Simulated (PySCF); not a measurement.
## Ionisation energy of Te²⁺ by level of theory

Te²⁺ [Kr] 4d10 5s2 5p2 [5p1/2^2, M_J = 0] → Te³⁺ [Kr] 4d10 5s2 5p1 [5p1/2^1, M_J = 1/2], as a difference of total energies. All numbers are calculated (PySCF 2.14, the two-component X2C-1e Hamiltonian, in x2c-TZVPPall-2c (8s9p5d2f, 74 functions)). Correlated levels: [Ar] 3d10 frozen; the 6 highest virtual spinors dropped. "Screened" scales the spin-orbit matrix elements by Boettger's factors to mimic the two-electron term; Breit and QED terms are absent.

| method | ionisation energy (eV) | error (eV) |
| --- | --- | --- |
| GHF (spin-free) | 26.830 | -1.010 |
| GMP2 (spin-free) | 27.477 | -0.363 |
| GHF (screened spin-orbit) | 26.290 | -1.550 |
| GMP2 (screened spin-orbit) | 27.227 | -0.613 |

Reference: 27.84 ± 0.04 eV (measured; NIST Atomic Spectra Database, ionization energies).

The spin-free rows relax to the high-spin LS determinant and lack the spin-orbit shift.

Errors of the correlated levels include the incompleteness of this basis and the frozen core.

The labels give the starting determinants; with spin-orbit coupling the two ends relaxed to ⟨J²⟩ = 0.00, ⟨L²⟩ = 1.35, ⟨S²⟩ = 1.35 and ⟨J²⟩ = 0.77, ⟨L²⟩ = 2.04, ⟨S²⟩ = 0.78.
